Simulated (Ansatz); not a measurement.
`[BH2][GeH2][F]` + H₂O → `[OH][GeH2][F]` + BH₃ at 700 K and 1 bar (formal hydrolysis of a Ge–B bond).

Calculated with Ansatz (gas phase, PBE0-D4/def2-TZVP geometries, no zero-point term in ΔE). CCSD(T)/CBS is the MP2 limit (def2-TZVPP, def2-QZVPP) plus CCSD(T) − MP2 in def2-TZVPP, frozen cores. This one scheme is used for every species. For Ge outer-core shells are correlated without core-valence functions, which leaves a few kJ/mol of doubt a bond. Scalar relativity is left out up to krypton. One conformer a species, not always the lowest.

```
         species  CCSD(T)/CBS energy (Eh)  H − E (kJ/mol)  S (J/(mol·K))
`[BH2][GeH2][F]`              -2203.09407           155.9          387.5
             H₂O                -76.37941            80.5          218.4
 `[OH][GeH2][F]`              -2252.93819           134.1          365.3
             BH₃                -26.55200            96.5          225.0
```

H − E and S are ideal-gas, rigid-rotor, harmonic terms from PBE0-D4/def2-TZVP, for one conformer and one mirror image of each species. 1 Eh = 2625.50 kJ/mol, R = 8.31446 J/(mol·K).

Task: By hand: ΔE, ΔH, ΔS and ΔG.

Result: ΔE = (-2252.93819) + (-26.55200) − (-2203.09407) − (-76.37941) = -0.01671 Eh = -43.9 kJ/mol. Δ(H − E) = 134.1 + 96.5 − 155.9 − 80.5 = -5.8, so ΔH = -49.7 kJ/mol. ΔS = 365.3 + 225.0 − 387.5 − 218.4 = -15.6 J/(mol·K). ΔG = -49.7 − 700 × (-15.6)/1000 = -38.8 kJ/mol.

Task: By hand: the equilibrium constant, and the temperature at which ΔG would vanish if ΔH and ΔS stayed fixed.

Result: log₁₀ K = −ΔG/(RT ln 10) = 2.9. ΔG = 0 at ΔH/ΔS = 3186 K, far beyond where these terms or the molecules hold.

ΔH outweighs TΔS. A doubt of 5 kJ/mol in ΔE shifts log₁₀ K by 0.4 here. Other conformers and mirror images would add mixing entropy, several J/(mol·K) or more a flexible species. These are equilibria of isolated gas molecules and say nothing of rates. Largest T1 diagnostic: 0.012 (customary marks: 0.02 for closed shells, 0.045 for open ones).
